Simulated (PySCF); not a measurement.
Excitations are Tamm–Dancoff values on a coarser integration grid. The basis has no diffuse functions, so Rydberg states are missing or too high.

Cartesian coordinates (Å):
```xyz
20

C     -1.3737    -0.7925     2.0093
O     -0.3134    -1.1044     1.1347
Sn    -0.2704    -0.3163    -0.6967
C     -1.6038    -1.0452    -2.1863
O      1.6061    -0.6446    -1.2351
C      2.6563    -0.5931    -0.2914
O     -0.6472     1.6188    -0.4162
C      0.2056     2.3896     0.3997
H     -1.0901    -1.1082     3.0285
H     -2.3116    -1.3246     1.7491
H     -1.6040     0.2908     2.0457
H     -1.0033    -1.3875    -3.0399
H     -2.1919    -1.8801    -1.7826
H     -2.2663    -0.2239    -2.4910
H      2.3868    -1.0521     0.6780
H      2.9908     0.4455    -0.0967
H      3.5180    -1.1472    -0.7028
H      1.1623     2.6338    -0.1035
H      0.4486     1.8977     1.3637
H     -0.2990     3.3437     0.6335
```
Charge 0, multiplicity 1.

### Question
Give the S1 oscillator strength, HOMO–LUMO gap, T1 excitation (TDA), LUMO and S1–T1 gap (TDA) at the level r2SCAN-D4/def2-TZVP // r2SCAN-D4/def2-SVP (PySCF 2.14.0).

### Answer

The S1 oscillator strength is 0.007, the HOMO–LUMO gap is 4.73 eV and the T1 excitation (TDA) is 4.46 eV. The LUMO comes out as -1.58 eV and the S1–T1 gap (TDA) is 0.35 eV.
